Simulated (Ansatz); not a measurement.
System: NiH (charge 0, doublet). The spin state was set by rule; other spins were not relaxed. 
Structure (B3LYP-D3(BJ)/def2-TZVP (Ansatz, a program for electronic structure) minimum search):
SMILES: [NiH]
```xyz
2

Ni     0.0000     0.0000    -0.0508
H      0.0000     0.0000     1.4235
```
Charge 0, spin multiplicity 2.

Property: atomisation energy (electronic, to ground-state atoms), in kcal/mol. Cores are frozen in the correlated levels unless marked. Open shells are spin-unrestricted. No spin-orbit coupling. Frozen are the shells of the preceding noble gas and the d and f shells that filled before the atom's block. No relativistic terms. 

| level | program | atomisation energy (kcal/mol) |
|---|---|---|
| HF/6-31G | Ansatz | 18.6 |
| HF/6-31G* | Ansatz | 18.9 |
| RI-HF/def2-TZVPPD | Ansatz | 22.3 |
| RI-HF/def2-QZVPP | Ansatz | 22.3 |
| PBE-D3(BJ)/def2-TZVPD | Ansatz + dftd3 | 67.1 |
| PBE-D4/def2-TZVPD | Ansatz + dftd4 | 67.1 |
| B3LYP/def2-TZVPD | Ansatz | 65.4 |
| PBE0-D3(BJ)/def2-TZVP | Ansatz + dftd3 | 61.5 |
| PBE0-D3(BJ)/def2-TZVPD | Ansatz + dftd3 | 61.7 |
| BHLYP-D3(BJ)/def2-TZVPD | Ansatz + dftd3 | 54.3 |
| wB97X/def2-TZVPD | Ansatz | 68.3 |
| B2GP-PLYP/def2-TZVPD | Ansatz | 69.5 |
| B2PLYP-D4/def2-TZVPD | Ansatz + dftd4 | 73.0 |
| RPA@PBE/def2-QZVPP | Ansatz | 57.0 |
| MP2/def2-SVPD | Ansatz | 34.5 |
| SCS-MP2/6-31G* | Ansatz | 19.0 |
| CCSD/def2-QZVPP | Ansatz | 58.7 |
| CCSD/def2-QZVPPD | Ansatz | 58.7 |
| CCSD(T)/def2-QZVPP | Ansatz | 60.3 |
| CCSDT/def2-SVP | Ansatz | 44.5 |

The Hartree-Fock reference is unstable (checked in the largest basis), which strains HF and MP2. The T1 diagnostic of CCSD in the largest basis is 0.045, which is high, so the coupled-cluster rows are less sure than usual.
